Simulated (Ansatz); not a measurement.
Reaction (cleavage of the Sn–B bond): `[BH2][SnH2][NH2]` + NH₃ → `[NH2][SnH2][NH2]` + BH₃

Computed with Ansatz on PBE0-D4/def2-TZVP structures; ΔE is electronic, products minus reactants. CCSD(T)/CBS is the MP2 limit (def2-TZVPP, def2-QZVPP) plus CCSD(T) − MP2 in def2-TZVPP, frozen cores. This one scheme is used for every species. Functionals use def2-TZVPP. HSE06 is defined as in plane-wave codes. Elements past krypton have def2 core potentials. For Sn outer-core shells are correlated without core-valence functions, which leaves a few kJ/mol of doubt a bond. One conformer a species, not always the lowest.

(1) Is it downhill or uphill in electronic energy at CCSD(T)/CBS, and by how much? (Estimate.)

(2) What do these levels give: PBE0-D4, HSE06-D4, r2SCAN, PBE0, BHLYP, CCSD/CBS(def2)? (Estimate.)

Largest T1 diagnostic among the species: 0.013.

## Answers

(1) Ansatz gave: Downhill: ΔE = -0.08 eV.

(2) The calculation gave: PBE0-D4 0.02, HSE06-D4 0.02, r2SCAN -0.04, PBE0 0.02, BHLYP -0.10, CCSD/CBS(def2) -0.07 eV.

Leaving LDA and LC-ωPBE aside and taking each functional with its dispersion term where it has one, the values, not all of them listed here, spread over 0.13 eV, from CAM-B3LYP-D4 to PBE-D4. LDA lies +0.04 eV from PBE without D4. In def2-TZVPP, CCSD(T) changes the Hartree–Fock value by +0.10 eV (the triples alone add −0.00 eV) and MP2 by +0.05 eV.
